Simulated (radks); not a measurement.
Valence configurations of Os IV (all share [Xe]). All-electron calculation, scalar-relativistic Kohn-Sham, PBE, spin-unpolarised, spherical densities, finite nucleus; Fermi nuclear charge, rms radius 5.4126 fm. Program: a radial shooting solver on a logarithmic mesh with Libxc functionals. Energies are relative to 4f14 5d5; eigenvalues in eV.

| valence | E (eV) | e(4f) | e(5d) | e(6p) | e(6s) |
|---|---|---|---|---|---|
| 4f14 5d5 | 0.000 | -82.857 | -34.985 | - | - |
| 4f14 5d4.5 6s0.5 | 2.421 | -84.775 | -36.286 | - | -31.160 |
| 4f14 5d4 6s1 | 5.130 | -86.736 | -37.605 | - | -31.898 |
| 4f14 5d4.5 6p0.5 | 6.699 | -85.519 | -36.914 | -23.008 | - |
| 4f14 5d4 6p1 | 13.911 | -88.218 | -38.848 | -23.909 | - |
| 4f14 5d3.5 6s0.5 6p1 | 17.110 | -90.216 | -40.173 | -24.446 | -33.480 |
| 4f13.5 5d5.5 | 25.059 | -88.159 | -35.902 | - | - |
| 4f13 5d5 6s1 | 58.741 | -97.589 | -39.549 | - | -32.520 |
| 4f12.5 5d6.5 | 81.894 | -99.069 | -37.706 | - | - |
| 4f12 5d5 6s2 | 130.54 | -113.16 | -44.367 | - | -34.607 |

NIST lists [Xe] 4f14 5d5 as the ground configuration; this level of theory agrees among the configurations tried. The energies are those of spherical spin-averaged densities, not of single terms.
